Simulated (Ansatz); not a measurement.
A trace of molecular dynamics of FH5N2OSi (10 atoms, charge 0, multiplicity 1).

All numbers below come from RKS revPBE-D4/6-31G (Ansatz).

| Property | Result |
| --- | --- |
| ensemble | NVT, Nosé–Hoover chain |
| set temperature | 2000 K |
| thermostat | time constant 3 fs, chain length 1 |
| seed | 309455 |

| time (fs) | T (K) | potential energy less start (eV) | conserved less start (meV/atom) |
| --- | --- | --- | --- |
| 0 | 2000 | 0.000 | 0.00 |
| 1 | 1544 | 0.495 | 0.73 |
| 2 | 2003 | 0.103 | 0.26 |
| 3 | 2559 | -0.359 | -0.02 |
| 4 | 2199 | 0.008 | 0.31 |
| 5 | 1522 | 0.666 | 0.54 |
| 6 | 1183 | 1.050 | 0.63 |
| 7 | 1419 | 0.953 | 0.59 |
| 8 | 2173 | 0.485 | 0.41 |
| 9 | 2904 | 0.127 | 0.08 |
| 10 | 2607 | 0.622 | 0.28 |
| 11 | 2152 | 1.095 | 1.09 |
| 12 | 2874 | 0.246 | 0.03 |
| 13 | 2728 | 0.034 | 0.07 |
| 14 | 1726 | 0.629 | 0.42 |
| 15 | 990 | 1.161 | 0.58 |
| 16 | 888 | 1.211 | 0.59 |
| 17 | 1385 | 0.766 | 0.43 |
| 18 | 2149 | 0.200 | 0.11 |
| 19 | 2347 | 0.264 | -0.06 |
| 20 | 1759 | 1.059 | 0.83 |
| 21 | 2106 | 0.884 | 0.48 |
| 22 | 2903 | 0.269 | 0.09 |
| 23 | 2639 | 0.530 | 0.43 |
| 24 | 1798 | 1.240 | 0.76 |
| 25 | 1310 | 1.660 | 0.88 |

Q: Can this run be trusted? Judge the integration.

A: The conserved energy stayed within 1.2 meV per atom of its start (net change 0.88 meV per atom), so the integration is sound. A run of 0.025 ps of so small a system gives no equilibrium averages. The orbitals stay closed-shell, which can raise the energy where a bond breaks towards radicals; this wasn't checked here. Limits of this set-up: no polarisation functions. The time step was 0.25 fs.

Run time: 4.1 min on 1 thread of Arm Neoverse V2, with other jobs on the host, peak memory 0.11 GiB.
